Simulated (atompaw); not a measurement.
**u(r) = r·R(r): atom against pseudo-atom (Cr (Z = 24))**

Columns: radius, all-electron u(r) and pseudo u(r) of the 4p shell (level -0.95 eV) of chromium in the configuration [Ar] 3d5 4s1 4p0; PBEsol, scalar-relativistic, PAW (atompaw) scheme, atompaw 4.2.0.5.

```
r (bohr)  all-electron  pseudo
   0.115        0.0820  0.0014
   0.231        0.0643  0.0055
   0.346       -0.0179  0.0122
   0.462       -0.0950  0.0215
   0.577       -0.1409  0.0331
   0.692       -0.1551  0.0469
   0.808       -0.1443  0.0627
   0.923       -0.1168  0.0801
   1.038       -0.0794  0.0989
   1.154       -0.0364  0.1191
   1.269        0.0081  0.1400
   1.385        0.0528  0.1617
   1.500        0.0955  0.1837
   1.615        0.1359  0.2057
   1.731        0.1740  0.2278
   1.846        0.2090  0.2495
   1.962        0.2413  0.2708
   2.077        0.2706  0.2914
   2.192        0.2971  0.3112
   2.308        0.3213  0.3302
   2.423        0.3428  0.3480
   2.538        0.3620  0.3647
   2.654        0.3791  0.3803
   2.769        0.3940  0.3944
   2.885        0.4071  0.4072
   3.000        0.4182  0.4182
```

How many radial nodes do the two functions have?

The all-electron 4p function has n − l − 1 = 2; the pseudo-wave has 0, since the states of the same l below it are removed with the core.

Is the pseudo-wave norm-conserving?

No, it belongs to a PAW set: the norm inside the radius is not constrained, and the difference is carried by the augmentation charge.
